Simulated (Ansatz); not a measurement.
(1) Predict a relaxed structure of (FAlNH)4 cubane (Al4N4F4H4), charge 0, singlet, at PBE-D4/def2-SVP (Ansatz).

Results:

(1) 
| atom | x (Å) | y (Å) | z (Å) |
| --- | --- | --- | --- |
| Al1 | -0.600 | -1.231 | 0.958 |
| F2 | -1.203 | -2.466 | 1.921 |
| N3 | -1.667 | 0.147 | 0.120 |
| Al4 | -0.381 | 1.476 | 0.685 |
| F5 | -0.763 | 2.958 | 1.373 |
| N6 | 0.682 | 0.099 | 1.530 |
| Al7 | 1.660 | -0.147 | -0.120 |
| F8 | 3.328 | -0.294 | -0.240 |
| N9 | 0.382 | -1.482 | -0.688 |
| Al10 | -0.679 | -0.099 | -1.524 |
| F11 | -1.362 | -0.198 | -3.054 |
| N12 | 0.603 | 1.235 | -0.962 |
| H13 | -2.685 | 0.237 | 0.193 |
| H14 | 1.098 | 0.160 | 2.464 |
| H15 | 0.616 | -2.387 | -1.108 |
| H16 | 0.971 | 1.990 | -1.550 |
Point group Td (tolerance 0.1 Å). This is one stationary point.
